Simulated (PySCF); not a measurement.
Job for PySCF: R-B3LYP/LANL2DZ on ClH3Si2 (SMILES [SiH3][Si]Cl), a point of a torsion scan.

```python
from pyscf import gto, scf, dft, mp
from pyscf.data.elements import chemcore

mol = gto.M(
    atom='''
    Si   -0.66676062    0.00465629    0.11710376
    Si    1.33950670   -1.10757784   -0.08435703
    Cl    2.18186152   -1.18384303    1.81870620
    H    -1.31879627    0.58602882    1.30188094
    H    -1.68308968   -0.91020679   -0.43485256
    H    -0.59329923    1.12812284   -0.83526366
    ''',
    basis='lanl2dz',
    ecp={'Cl': 'lanl2dz', 'Si': 'lanl2dz'},
    charge=0, spin=0, verbose=3, max_memory=1800)
mf = dft.RKS(mol, xc='b3lyp')
mf.conv_tol = 1e-8
mf.max_cycle = 100
mf.kernel()
if not mf.converged:
    mf = mf.newton().run(mf.mo_coeff, mf.mo_occ)
```

It printed:

```
converged SCF energy = -24.4685853642775
```

Self-consistency was reached.

Cost: very roughly 3.0 core-seconds.
